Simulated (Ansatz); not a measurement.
Basis-set series for CHF2NSn (`N#[C][SnH]([F])[F]`). Total charge 0; spin multiplicity 1. Sn takes the def2 core potential. Geometry: relaxed with PBE0-D4/def2-TZVP.

```
functional       basis  functions  energy (Eh)  HOMO (eV)  LUMO (eV)
   PBE0-D4    def2-SVP         87   -506.93000     -10.56      -1.59
   PBE0-D4  def2-QZVPP        340   -507.33120     -10.66      -1.91
   ωB97M-V    def2-SVP         87   -507.10061     -12.87       0.43
   ωB97M-V  def2-QZVPP        340   -507.50961     -12.99      -0.07
```

Question: Give the rows for def2-TZVPP. (Estimate.)

Answer: Computed: 
```csv
functional,basis,functions,energy (Eh),HOMO (eV),LUMO (eV)
PBE0-D4,def2-TZVPP,188,-507.31174,-10.66,-1.87
ωB97M-V,def2-TZVPP,188,-507.49134,-12.98,0.04
```

Positive LUMOs are unbound and depend on the basis.
